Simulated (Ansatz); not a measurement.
`B[CH2][GeH2][F]` + `BC(C)[SiH2]S` → `[F][GeH2][SiH2]S` + `BCC(B)C`  (redistribution)

Isolated molecules relaxed with PBE0-D4/def2-TZVP in Ansatz; ΔE leaves out vibrations. CCSD(T)/CBS is the MP2 limit (def2-TZVPP, def2-QZVPP) plus CCSD(T) − MP2 in def2-TZVPP, frozen cores. DFT in def2-TZVPP. For Ge outer-core shells are correlated without core-valence functions, which leaves a few kJ/mol of doubt a bond. Scalar relativity is left out up to krypton. One conformer a species, not always the lowest.

```csv
level,ΔE (kJ/mol)
r2SCAN,35.8
SCS-MP2/def2-TZVPP,54.4
CCSD(T)/def2-TZVPP,48.1
MP2/CBS(def2),43.5
```

(1) What does CCSD(T)/CBS give? (Best estimate.)

Largest T1 diagnostic among the species: 0.012.

## Answers

(1) Computed: +46.6 kJ/mol. The listed levels differ from it by -10.8, 7.8, 1.5, -3.1 kJ/mol.

In def2-TZVPP, CCSD(T) changes the Hartree–Fock value by −39.7 kJ/mol (the triples alone add −6.3 kJ/mol) and MP2 by −42.8 kJ/mol. From PBE to PBE0 (25 % exact exchange), in def2-TZVPP and without D4, ΔE moves by +7.0 kJ/mol.
